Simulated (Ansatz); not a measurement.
S, charge -1, doublet (a gas-phase anion, which may not be bound at this level). Base run: SVWN5/6-31G* (Ansatz, an electronic-structure program).

Here is a job for Ansatz.
Ansatz 0.2 input:
```yaml
crystal:
  periodic: [false, false, false]
  atoms:
    - {symbol: S, position_ang: [0.00000000, 0.00000000, 0.00000000]}
basis:
  gaussian:
    orbitals: 6-31G*
hamiltonian:
  xc: {name: SVWN5}
total_charge: -1
magnetization: {spin_polarized: true, initial_magnetization: 1}
```

The base run was repeated with changes; each row names its change, and settings that it needs were set with it.

```
change                 basis functions      E (Eh)
---------------------  ---------------  ----------
base                                19  -396.76403
basis = 3-21G                       13  -394.81403
basis = def2-SVP                    18  -396.62744
basis = cc-pVDZ                     18  -396.77116
basis = 6-31G**                     19  -396.76403
basis = 6-311G**                    27  -396.81650
basis = aug-cc-pVDZ                 27  -396.80758
basis = def2-SVPD                   27  -396.68356
basis = 6-311++G**                  31  -396.81824
basis = pc-2                        34  -396.82037
basis = 6-311+G(2d,p)               35  -396.81762
basis = cc-pV(T+d)Z                 39  -396.80706
basis = def2-TZVPP                  42  -396.80054
```

Totals compare only among sets that treat the same electrons; sets with core potentials leave the core out.

A gas-phase anion may not be bound at this level; its values then depend on the basis.
